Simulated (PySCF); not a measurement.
Species: ethyl 2-chloroacrylate, C5H7ClO2.
SMILES with atom numbers: `[CH2:1]=[C:2]([Cl:3])[C:4](=[O:5])[O:6][CH2:7][CH3:8]` (hydrogens: H9, H10 on C1; H11, H12 on C7; H13, H14, H15 on C8)

Geometry (GFN2-xTB, Å), atoms numbered from 1 in this order:
```xyz
15
C5H7ClO2 angstrom
C     -3.2206   -0.3238   -0.5742
C     -2.0643   -0.5984    0.0165
Cl    -1.9455   -1.6451    1.3769
C     -0.7846   -0.0018   -0.4680
O     -0.7298    0.7613   -1.4000
O      0.2631   -0.4021    0.2388
C      1.5325    0.1293   -0.1468
C      2.5848   -0.4200    0.7966
H     -3.2304    0.3400   -1.4218
H     -4.1526   -0.7399   -0.2370
H      1.7332   -0.1583   -1.1849
H      1.4821    1.2230   -0.1015
H      3.5575   -0.0169    0.5312
H      2.6181   -1.5040    0.7320
H      2.3520   -0.1410    1.8205
```

Computed at PBE0/pcSseg-1 (PySCF, non-relativistic), with Q(35Cl) = −0.0817 b, Q(17O) = −0.0256 b: Cl3, 35Cl (I = 3/2): χzz = -76.41 MHz, η = 0.139; O5, 17O (I = 5/2): χzz = 9.422 MHz, η = 0.088; O6, 17O (I = 5/2): χzz = -10.04 MHz, η = 0.312.

**Question.** Where would the pure quadrupole (NQR) lines of 35Cl at Cl3 fall for the rigid, isolated species?

**Answer.** From ν = (|χ|/2)√(1 + η²/3): ν = 38.33 MHz (vinyl chlorine). For 37Cl the ratio of quadrupole moments, 0.7881, gives 30.21 MHz.

**Question.** Where would the pure quadrupole (NQR) lines of 17O at O5 fall for the rigid, isolated species?

**Answer.** From the eigenvalues of H = χ/[4I(2I − 1)] × [3Iz² − I(I + 1) + η(Ix² − Iy²)], steps between neighbouring levels, labelled as for η = 0: ±1/2↔±3/2 1.425 MHz, ±3/2↔±5/2 2.822 MHz (ester carbonyl oxygen).

**Question.** Where would the pure quadrupole (NQR) lines of 17O at O6 fall for the rigid, isolated species?

**Answer.** From the eigenvalues of H = χ/[4I(2I − 1)] × [3Iz² − I(I + 1) + η(Ix² − Iy²)], steps between neighbouring levels, labelled as for η = 0: ±1/2↔±3/2 1.658 MHz, ±3/2↔±5/2 2.957 MHz (ester single-bonded oxygen).

**Question.** Apply the simplest Townes–Dailey estimate (no s hybridisation, no π bonding), ionic character = 1 − χzz/χ0, where χ0 is the coupling for one missing p electron along the bond: −109.74 MHz for 35Cl.

**Answer.** Cl3 on C2: 1 − (-76.41)/(-109.74) = 0.30. In this model a purely covalent bond gives χ0 and a free halide ion gives zero; s hybridisation or π bonding, where present, is counted here as ionic character.

In a crystal, neighbours and librations shift these lines. GFN2-xTB bond lengths can be off by several hundredths of an ångström, more for odd bonds, and the gradients follow them. With a basis this small, the couplings can be 20 % off.

One conformer stands for the species.
